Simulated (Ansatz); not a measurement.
Start from `[CH3][InH][Cl]` and change one atom or group to get `[AlH2][InH][Cl]`.

Ansatz, PBE0-D4/def2-TZVP geometries, multiplicity 1. 

Elements past krypton have def2 core potentials.

```tsv
property	`[CH3][InH][Cl]`
HOMO energy (ωB97M-V/def2-TZVPP) / eV	-10.06
HOMO energy (PBE/def2-TZVPP) / eV	-6.60
size of the dipole moment (B3LYP/def2-TZVPP) / D	3.38
LUMO energy (B3LYP/def2-TZVPP) / eV	-1.88
LUMO energy (ωB97M-V/def2-TZVPP) / eV	-0.11
LUMO energy (PBE/def2-TZVPP) / eV	-2.31
```

(1) What does the change do to each property? (Best estimate.)

## Answers

(1) Computed: 
```json
{"property": "HOMO energy (ωB97M-V/def2-TZVPP) / eV", "`[AlH2][InH][Cl]`": "-9.19", "shift": "0.87"}
{"property": "HOMO energy (PBE/def2-TZVPP) / eV", "`[AlH2][InH][Cl]`": "-6.19", "shift": "0.41"}
{"property": "size of the dipole moment (B3LYP/def2-TZVPP) / D", "`[AlH2][InH][Cl]`": "3.45", "shift": "0.07"}
{"property": "LUMO energy (B3LYP/def2-TZVPP) / eV", "`[AlH2][InH][Cl]`": "-2.61", "shift": "-0.73"}
{"property": "LUMO energy (ωB97M-V/def2-TZVPP) / eV", "`[AlH2][InH][Cl]`": "-0.82", "shift": "-0.71"}
{"property": "LUMO energy (PBE/def2-TZVPP) / eV", "`[AlH2][InH][Cl]`": "-3.16", "shift": "-0.85"}
```

With PBE0 the HOMO rises by 0.63 eV and the LUMO falls by 0.84 eV, so the gap narrows by about 1.47 eV. PBE moves the HOMO by 0.41 eV and ωB97M-V by 0.87 eV. The zero-point energy changes by -58.3 kJ/mol with -3 modes. Dipoles are sizes alone; their direction can turn.

B3LYP here is the variant with VWN-RPA as its local correlation; programs differ in this.
